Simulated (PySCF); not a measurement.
Bi⁺ (bismuth, charge +1): UHF calculation

Configuration: [Xe] 4f14 5d10 6s2 6p2, high-spin 3P determinant. Computed with PySCF 2.14 in def2-TZVPPD with the def2 core potential (60 electrons) (7s5p4d2f, 56 functions), with a scalar-relativistic core potential.

```
Total energy                                                  : -213.291969 hartree
One-electron energy                                           : -366.0328 hartree
Hartree (Coulomb) energy                                      : 168.6532 hartree
Exchange energy                                               : -15.9123 hartree
⟨S²⟩                                                          : 2.0083
⟨L²⟩                                                          : 2.018
Sum of ⟨r⟩                                                    : 29.95 bohr
Sum of ⟨r²⟩                                                   : 53.76 bohr²
Traceless quadrupole moment −½Σ⟨3z² − r²⟩ along its main axis : 3.63 e·bohr²
```

| shell | electrons | mean orbital energy (eV) | spread (eV) | rms radius, mean of both spins (bohr) |
| --- | --- | --- | --- | --- |
| 5s α | 1 | -190.24 | 0 | 0.899 |
| 5s β | 1 | -189.98 | 0 | 0.899 |
| 5p α | 3 | -124.26 | 0.196 | 1.02 |
| 5p β | 3 | -124.06 | 0.570 | 1.02 |
| 5d α | 5 | -44.083 | 0.421 | 1.32 |
| 5d β | 5 | -43.779 | 0.716 | 1.32 |
| 6s α | 1 | -27.943 | 0 | 2.32 |
| 6s β | 1 | -23.921 | 0 | 2.32 |
| 6p α | 2 | -15.663 | 0 | 2.98 |

Energies and moments cover only the electrons outside the core potential. Spin-orbit coupling is strong in this species (close to jj coupling), so the high-spin LS determinant is a model state, not a physical level.
